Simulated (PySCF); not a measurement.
C2H4FNOSi, SMILES FC[SiH2]N=C=O.

The structure is a stationary point at B3LYP-D3(BJ)/def2-SVP. The structure was generated by enumeration, and PubChem lists no compound with its InChIKey, so it may never have been made. The values are those of a single conformer.

The numbers are results of TDA-PBE/def2-SVPD in PySCF, not measurements.

Vertical excitations. The molecule is in vacuum.

Computed UV-visible absorptions:
```json
[
 {"state": "S1", "energy (eV)": "6.51", "λ (nm)": "190", "f": "0.001", "main pairs": "HOMO→LUMO+1 82 %, HOMO→LUMO 13 %"},
 {"state": "S2", "energy (eV)": "6.63", "λ (nm)": "187", "f": "0.067", "main pairs": "HOMO→LUMO 61 %, HOMO→LUMO+1 12 %, HOMO−1→LUMO 12 %"},
 {"state": "S3", "energy (eV)": "6.66", "λ (nm)": "186", "f": "0.005", "main pairs": "HOMO→LUMO+2 47 %, HOMO−1→LUMO 39 %, HOMO−1→LUMO+1 8 %"},
 {"state": "S4", "energy (eV)": "6.76", "λ (nm)": "184", "f": "0.017", "main pairs": "HOMO−1→LUMO 38 %, HOMO→LUMO+2 31 %, HOMO−1→LUMO+1 13 %, HOMO−1→LUMO+2 9 %"},
 {"state": "S5", "energy (eV)": "6.78", "λ (nm)": "183", "f": "0.007", "main pairs": "HOMO−1→LUMO+1 63 %, HOMO→LUMO+2 20 %"},
 {"state": "S6", "energy (eV)": "7.21", "λ (nm)": "172", "f": "0.059", "main pairs": "HOMO−1→LUMO+2 51 %, HOMO−1→LUMO+4 12 %, HOMO→LUMO+3 11 %, HOMO−2→LUMO 9 %"},
 {"state": "S7", "energy (eV)": "7.33", "λ (nm)": "169", "f": "0.001", "main pairs": "HOMO→LUMO+4 46 %, HOMO→LUMO+3 32 %, HOMO−2→LUMO+1 14 %"},
 {"state": "S8", "energy (eV)": "7.39", "λ (nm)": "168", "f": "0.010", "main pairs": "HOMO→LUMO+4 33 %, HOMO→LUMO+3 33 %, HOMO−2→LUMO 23 %"},
 {"state": "S9", "energy (eV)": "7.50", "λ (nm)": "165", "f": "0.002", "main pairs": "HOMO−2→LUMO+1 62 %, HOMO→LUMO+5 13 %"},
 {"state": "S10", "energy (eV)": "7.54", "λ (nm)": "164", "f": "0.003", "main pairs": "HOMO−2→LUMO 41 %, HOMO−1→LUMO+4 33 %, HOMO→LUMO+5 8 %"},
 {"state": "T1", "energy (eV)": "6.10", "λ (nm)": "203", "f": "0", "main pairs": "HOMO→LUMO 84 %"},
 {"state": "T2", "energy (eV)": "6.21", "λ (nm)": "200", "f": "0", "main pairs": "HOMO→LUMO+1 88 %"},
 {"state": "T3", "energy (eV)": "6.39", "λ (nm)": "194", "f": "0", "main pairs": "HOMO−1→LUMO+1 54 %, HOMO−1→LUMO+2 25 %"},
 {"state": "T4", "energy (eV)": "6.41", "λ (nm)": "193", "f": "0", "main pairs": "HOMO−1→LUMO 52 %, HOMO→LUMO+2 36 %"}
]
```
Triplets are in the Tamm–Dancoff approximation.
